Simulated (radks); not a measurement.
Values are calculated unless marked as measured or tabulated.
Neutral silver inside a hard spherical wall (all orbitals vanish at R), configuration held at [Kr] 4d10 5s1 and not refilled when levels cross. Level of theory: scalar-relativistic Kohn-Sham, r2SCAN, spin-polarised, spherical densities, finite nucleus; open shells are filled with parallel spins first (spin-orbit coupling, left out, can overturn this in heavy ions); meta-GGA in the generalised Kohn-Sham scheme; Fermi nuclear charge, rms radius 4.5454 fm (a radial shooting solver on a logarithmic mesh with Libxc functionals). Eigenvalues in eV for spin up, with the zero of energy where the potential of the charges vanishes at infinity; a dash marks a level that is unbound or too diffuse for the functional's potential to be trusted. A positive occupied level is held by the wall or, in an anion where self-interaction has pushed it up, behind a barrier. The pressure on the wall is -dE/dV.

R (bohr)  E (hartree)  kinetic (hartree)    e(4s)    e(4p)   e(4d)   e(5s)  e(5p, empty)  e(6s, empty)  pressure (GPa)
free      -5316.67557           5523.478  -97.588  -60.251  -7.716  -4.961        -0.580             -               0
20        -5316.67557           5523.478  -97.588  -60.251  -7.716  -4.961        -0.580             -        < 0.0001
10        -5316.67540           5523.480  -97.571  -60.234  -7.700  -4.947        -0.484         3.730         0.00498
8         -5316.67368           5523.494  -97.474  -60.136  -7.609  -4.855        -0.156         6.162          0.0816
6         -5316.65564           5523.603  -96.914  -59.578  -7.097  -4.185         1.373        13.709            1.55
5         -5316.60692           5523.852  -95.928  -58.605  -6.213  -2.805         3.809        23.620            8.41
4         -5316.40799           5524.767  -93.190  -55.950  -3.753   1.533        10.284        46.266            57.0
3.5       -5316.10499           5526.067  -90.170  -53.057  -0.955   6.925        17.619        69.006             173
2.5       -5313.29595           5537.300  -74.342  -37.812  15.524  43.588        62.619        186.19            2570
1.5       -5277.09279           5661.509   11.485   53.863  122.75  317.91        356.39        795.00          122000
